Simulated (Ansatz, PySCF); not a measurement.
Spin states of H3O3Re (SMILES [OH][Re]([OH])[OH]), each relaxed with B3LYP-D3(BJ)/def2-TZVP.
State 1 (charge 0, multiplicity 3):
```xyz
7

Re     0.0538    -0.0717    -0.1034
O     -1.2182    -1.4123    -0.3695
H     -2.0539    -1.2924     0.1075
O      0.1682     1.3738    -1.2798
H     -0.3341     2.1615    -1.0197
O      1.2264    -0.1818     1.3460
H      2.0557    -0.6527     1.1696
```
State 2 (charge 0, multiplicity 1):
```tsv
atom	x (Å)	y (Å)	z (Å)
Re	-0.0743	0.1172	-0.1118
O	-1.1091	-1.4098	-0.3047
H	-1.7330	-1.5652	0.4266
O	0.1440	1.7409	-0.8977
H	-0.1859	2.2799	-1.6205
O	1.0556	-0.3392	1.3200
H	1.8007	-0.8995	1.0390
```

Singlets are restricted, other states unrestricted; no spin–orbit coupling, no relativity up to Kr; see below for the cores. The largest T1 diagnostic is 0.028.

Correlated levels freeze the inner cores; with def2 sets outer-core shells near the valence are correlated too. CBS: X⁻³ extrapolation of the correlation energy, Hartree–Fock from the larger set.

Codes used: Ansatz (Gaussian basis) for Hartree–Fock, density functionals and correlated methods; PySCF for the dispersion terms.  In def2 rows elements past Kr take small-core potentials, without spin–orbit coupling.

| level | energy of the multiplicity-1 state less that of the multiplicity-3 state (eV) |
|---|---|
| SVWN5/def2-TZVPP | 0.646 |
| PBE-D3(BJ)/def2-TZVPP | 0.840 |
| B3LYP/def2-TZVPP | 0.840 |
| PBE0/def2-TZVPP | ? |
| CAM-B3LYP-D3(BJ)/def2-TZVPP | 0.872 |
| B2PLYP/def2-TZVPP | 0.849 |
| B2PLYP-D4/def2-TZVPP | 0.848 |
| CCSD(T)/def2-SVP | 0.857 |
| CCSD(T)/CBS(def2-SVP, def2-TZVPP) | 0.828 |

Task: What belongs in the gaps?

Result: 
- PBE0/def2-TZVPP, energy of the multiplicity-1 state less that of the multiplicity-3 state (eV): 0.981

Doubts at one or more of the structures used: a restricted determinant that unrestricted orbitals would lower (B2PLYP/def2-TZVPP, B2PLYP-D4/def2-TZVPP, CCSD(T)/def2-SVP, CCSD(T)/CBS(def2-SVP, def2-TZVPP)).

Ansatz is a first-principles code.
